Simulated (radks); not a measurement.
Question: Neutral potassium, [Ar] 4s1. Method: non-relativistic Kohn-Sham, exchange-only LDA, spin-polarised, spherical densities, point nucleus; computed with a radial shooting solver on a logarithmic mesh with Libxc functionals. Every spin shell is full or empty, so the densities are truly spherical. Functionals are evaluated on that one density, not self-consistently. Rank these orbital-free kinetic functionals by their error against the exact value of the orbitals, and give that value: Thomas-Fermi, von Weizsacker, TF + vW/9, TF + vW/5, LC94, APBEK, revAPBEK, Perdew 92, Thakkar, Pearson, LKT, PG1, DePristo-Kress, Ernzerhof.

Answer: Exact: 596.711 hartree. From best to worst, with 100 (|E| - |E exact|)/|E exact| (equal figures are ties): DePristo-Kress +0.04, Ernzerhof -0.08, LC94 +0.11, Thakkar -0.17, APBEK +0.23, revAPBEK +0.55, Perdew 92 -0.61, TF + vW/9 -0.62, Pearson -1.42, TF + vW/5 +4.48, Thomas-Fermi -7.00, PG1 +22.84, LKT +28.41, von Weizsacker -42.58.
